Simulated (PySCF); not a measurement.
Species: SiH2MeBr, CH₅BrSi.
Cartesian coordinates in Å at the PBE0-D3(BJ)/def2-SVP level; atoms count from 1:
```xyz
8
CH5BrSi angstrom
Si     0.467   -0.647    0.305
H      0.405   -0.820    1.784
H      1.891   -0.646   -0.135
C     -0.427    0.896   -0.247
H      0.049    1.788    0.192
H     -1.480    0.869    0.071
H     -0.397    0.988   -1.343
Br    -0.508   -2.428   -0.627
```

Method: TDDFT wB97X-D/def2-SVPD, vertical, gas phase, core orbitals frozen in the response (PySCF). Relativistic effects, spin–orbit coupling among them, are left out although an element past zinc is present.

Kohn–Sham orbitals with the atoms that hold most of them (Löwdin shares over 4%, at most four atoms; ? is withheld):

| orbital | ε (eV) | atoms |
| --- | --- | --- |
| LUMO+2 | 2.52 | Br8 33%, Si1 25%, H2 11%, H3 11% |
| LUMO+1 | 1.97 | Si1 38%, Br8 19%, C4 16%, H5 7% |
| LUMO | 1.56 | ? |
| HOMO | -10.14 | Br8 76%, Si1 10%, C4 7%, H3 5% |
| HOMO-1 | -10.15 | Br8 76%, Si1 12%, H2 7% |
| HOMO-2 | -11.91 | Br8 40%, C4 26%, Si1 22%, H5 5% |
| HOMO-3 | -11.97 | Br8 34%, Si1 24%, C4 16%, H3 9% |

Task: Give the leading atoms of the LUMO.

Result: Br8 (bonded to Si) 40%; Si1 (bonded to Br, C and 2 H) 30%; H2 (bonded to Si) 9%; H3 (bonded to Si) 9%. By element: bromine 40%, silicon 30%, hydrogen 19% or more.

Within 0.005 eV of a neighbour in this list lie HOMO-1/HOMO (point group found: Cs); within a degenerate set the shares of single atoms can hang on how the components are chosen.

Task: How does S1 compare with the orbital gap of 11.70 eV?

Result: S1 is at 6.96 eV (f = 0.021), 4.74 eV below the gap, made of HOMO-1→LUMO (63%), HOMO→LUMO (28%). 

Next come S2 at 7.00 eV (f 0.021), HOMO→LUMO (64%), HOMO-1→LUMO (28%); S3 at 7.95 eV (f 0.0024), HOMO-1→LUMO+1 (59%), HOMO→LUMO+1 (23%); S4 at 8.02 eV (f 0.061), HOMO→LUMO+1 (60%), HOMO-1→LUMO+1 (23%); S5 at 8.36 eV (f 0.0036), HOMO-1→LUMO+2 (55%), HOMO→LUMO+2 (20%).
